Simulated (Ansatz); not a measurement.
CH₆S₂Si (`SC[SiH2]S`), relaxed with RKS PBE-D4/def2-SVP in the Gaussian-basis code of Ansatz from a rough embedded geometry. The force threshold is 0.03 eV/Å; the program also tests the step.

The species carries charge 0 and has multiplicity 1.

Start:

```xyz
10

S     2.129    0.036    0.760
C     0.494    0.667    0.950
Si   -0.730   -0.357    0.036
S    -0.506   -0.193   -2.085
H     2.237    0.172   -0.614
H     0.485    1.691    0.590
H     0.246    0.689    2.022
H    -0.765   -1.777    0.416
H    -2.153    0.128    0.335
H    -1.436   -1.055   -2.409
```

(1) How much energy does the relaxation release, and in how many steps? (Best estimate.)

(2) Which bonds change most? (Best estimate.)

(3) Give the relaxed structure. (Best estimate.)

Answers

(1) The calculation gave: 8.39 kcal/mol, in 21 steps, 3 of them rejected.

(2) Computed: S1–C2 from 1.762 to 1.836 Å; C2–Si3 from 1.840 to 1.899 Å; S4–H10 from 1.309 to 1.364 Å; Si3–H8 from 1.470 to 1.503 Å.

(3) Ansatz gave: 
```xyz
10

S     2.047   -0.116    0.293
C     0.471    0.585    0.922
Si   -1.032   -0.242    0.107
S    -0.878   -0.196   -2.054
H     1.836    0.236   -1.009
H     0.455    1.689    0.814
H     0.457    0.359    2.010
H    -1.135   -1.660    0.593
H    -2.295    0.515    0.415
H     0.075   -1.170   -2.089
```
